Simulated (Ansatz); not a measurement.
Complex (SMILES): O (H2O) with FCl (F-Cl), atoms 1 to 3 the first; geometry from B3LYP-D3(BJ)/def2-TZVP, monomers rigid:
```xyz
5

O     -0.2891    -0.2900    -0.2583
H     -0.6031     0.5726     0.0378
H      0.6165    -0.1532    -0.5610
F      0.0906    -2.5011     3.1950
Cl    -0.0773    -1.6206     1.7858
```

Interaction energy at HF with Ansatz (an electronic-structure program), kcal/mol, without and with the counterpoise correction (monomers among the partner's ghost functions). Cartesian d functions, on some or all atoms, in 6-311+G**; all else is spherical. No added dispersion term, no relativity. Reference, counterpoise-corrected: the value in aug-pcseg-3, -2.32.

```tsv
basis	functions	uncorrected
STO-3G	21	3.55
pcseg-1	56	-3.95
cc-pV(D+d)Z	61	-5.19
6-311+G**	87	-3.11
6-311++G(2d,2p)	109	-3.03
def2-TZVPP	132	-2.81
def2-QZVPP	244	-2.44
def2-QZVPPD	277	-2.31
```

Problem. How large is the counterpoise correction in each set?

Solution. STO-3G 4.71, pcseg-1 0.88, cc-pV(D+d)Z 1.61, 6-311+G** 0.67, 6-311++G(2d,2p) 0.55, def2-TZVPP 0.38, def2-QZVPP 0.12, def2-QZVPPD 0.01 kcal/mol. The corrected value lies nearer the reference in 6 of 8 rows.
